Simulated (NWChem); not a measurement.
# A calculation on ClPb (+1)

```xyz
2

Pb     0.0000     0.0000    -0.4103
Cl     0.0000     0.0000     1.9789
```
Charge +1, spin multiplicity 1.

Program: NWChem. All single points use one geometry, from PBE0/def2-SVP with def2 effective core potentials on Pb, a minimum by its harmonic frequencies.

Symmetry labels belong to the abelian group C2v used in the runs, with the axes of the coordinates shown; states degenerate in a higher group split over its labels.

Effective core potentials replace the inner electrons of Pb; spin-orbit coupling is left out. The spin multiplicity of the parent species was assumed, not shown to be that of its ground state. The structure started from a generated list of species.

Question: List the lowest 3 singlet excitations that CIS/def2-SVPD with def2 effective core potentials on Pb gives, with oscillator strengths.

Answer: 
| state | symmetry | energy (eV) | wavelength (nm) | f |
|---|---|---|---|---|
| 1 | b1 | 5.34 | 232 | 0.048 |
| 2 | b2 | 5.34 | 232 | 0.048 |
| 3 | a2 | 5.81 | 213 | 0.000 |
